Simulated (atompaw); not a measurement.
**Building the PAW (atompaw) potential for Ho (Z = 67) (PBE, scalar-relativistic).**

atompaw 4.2.0.5 was run on this input:

```
Ho 67
GGA-PBE scalarrelativistic loggrid 2001 logderivrange -6 5 276
6 6 5 4 0 0
6 1 0
5 2 0
4 3 11
0 0 0
c
c
c
c
v
v
c
c
c
v
v
c
c
v
v
3
3.00 2.75 2.95 1.90
n
n
y
1.75
n
y
3.35
n
custom rrkj vanderbiltortho sinc
bessel
2.05
3.00
1.65
3.00
3.00
3.00
0.75
0.75
PWSCFOUT
UPFDX 0.0125d0 UPFXMIN -7.d0 UPFZMESH 67.d0
END
```

Command:

```bash
atompaw < Ho.input > Ho.log
```

Resulting log (summary file):

```
Completed calculations for Ho (AE)

 Exchange-correlation type: GGA, Perdew-Burke-Ernzerhof

 Radial integration grid is logarithmic
 r0 =   1.0133651E-04 h =   6.7895459E-03   n =      2001 rmax =   8.0000000E+01

 Scalar relativistic calculation

 AEatom converged in 224 iterations
   nz     =  67.00
   delta  =       6.080373960308E-16

 All Electron Orbital energies:
  n  l      occupancy      energy
  1  0      2.0000000E+00 -4.0792455E+03
  2  0      2.0000000E+00 -6.8231163E+02
  3  0      2.0000000E+00 -1.5239039E+02
  4  0      2.0000000E+00 -3.0100072E+01
  5  0      2.0000000E+00 -3.7027519E+00
  6  0      2.0000000E+00 -2.7849772E-01
  2  1      6.0000000E+00 -6.0441301E+02
  3  1      6.0000000E+00 -1.2859029E+02
  4  1      6.0000000E+00 -2.2269702E+01
  5  1      6.0000000E+00 -1.9012970E+00
  6  1      0.0000000E+00 -8.4295771E-02
  3  2      1.0000000E+01 -9.8415010E+01
  4  2      1.0000000E+01 -1.1697802E+01
  5  2      0.0000000E+00 -7.6655380E-02
  4  3      1.1000000E+01 -2.3117219E-01

 Total energy
   Total                    :   -25232.69577491096788

 ---
 Completed calculations for Ho (SC)

 Exchange-correlation type: GGA, Perdew-Burke-Ernzerhof

 Radial integration grid is logarithmic
 r0 =   1.0133651E-04 h =   6.7895459E-03   n =      2001 rmax =   8.0000000E+01

 Scalar relativistic calculation

 SCatom converged in   4 iterations
   nz     =  67.00
   delta  =       2.233035816896E-15

 Valence Electron Orbital energies:
  n  l      occupancy      energy
   5  0      2.0000000E+00 -3.7027519E+00
   6  0      2.0000000E+00 -2.7849772E-01
   5  1      6.0000000E+00 -1.9012970E+00
   6  1      0.0000000E+00 -8.4295775E-02
   5  2      0.0000000E+00 -7.6655380E-02
   4  3      1.1000000E+01 -2.3117219E-01

 Total energy
   Total                    :   -25232.69577496213969
   Valence                  :     -829.58749223549785

 PAW parameters:
       lmax =            3
         rc =    3.0121183536756688
        irc =         1518
   rc_shape =    2.7576432014777938
    rc_vloc =    2.9513841783729271
    rc_core =    1.9111872595763493
   Vloc: truncated form - Vps(r)=A.sin(qr)/r for r<rc
   Projector type: RRKJ pseudization + Vanderbilt ortho.
   Sinc^2 compensation charge shape zeroed at   2.7576E+00

 Number of basis functions     8
 No.   n  nodes  l      Energy         Cp coeff         Occ
  1    5    4    0   -0.3702752E+01 -0.2665528E+00  0.2000000E+01
  2    6    5    0   -0.2784977E+00  0.9719151E+01  0.2000000E+01
  3    5    3    1   -0.1901297E+01 -0.2364089E+00  0.6000000E+01
  4    6    4    1   -0.8429577E-01  0.4644395E+02  0.0000000E+00
  5    5    2    2   -0.7665538E-01 -0.4189099E+01  0.0000000E+00
  6  999    3    2    0.1750000E+01 -0.1694781E+00  0.0000000E+00
  7    4    0    3   -0.2311722E+00 -0.1265793E+00  0.1100000E+02
  8  999    1    3    0.3350000E+01 -0.6995218E-03  0.0000000E+00

 Eigenvalues of overlap operator (in the basis of projectors):
    1        8.79533500E-03
    2        7.78642856E-02
    3        2.87080764E-01
    4        4.37653091E-01
    5        1.53458639E+00
    6        1.11226216E+01
    7        1.96017491E+01
    8        5.53867347E+02

 Orbital leakage outside PAW augmentation regions
   orb  is_core?  %out_of_sphere
   1 0    T           0.00
   2 0    T          -0.00
   3 0    T           0.00
   4 0    T           0.00
   5 0    F           0.20
   6 0    F          75.73
   2 1    T          -0.00
   3 1    T          -0.00
   4 1    T           0.00
   5 1    F           1.61
   6 1    F          94.11
   3 2    T           0.00
   4 2    T           0.00
   5 2    F          52.74
   4 3    F           0.84

 Summary of PAW energies
   Total valence energy     :   -829.58292926693480
   Smooth energy            :    245.55369481851477
   One center               :  -1075.13662408544951
   Smooth kinetic           :    300.08059026768694
   Vloc energy              :    -34.61851884788371
   Smooth exch-corr         :    -33.28581927317482
   One-center xc            :   -507.20503823244877
```

The run took about 2 min on one core of a shared server CPU.
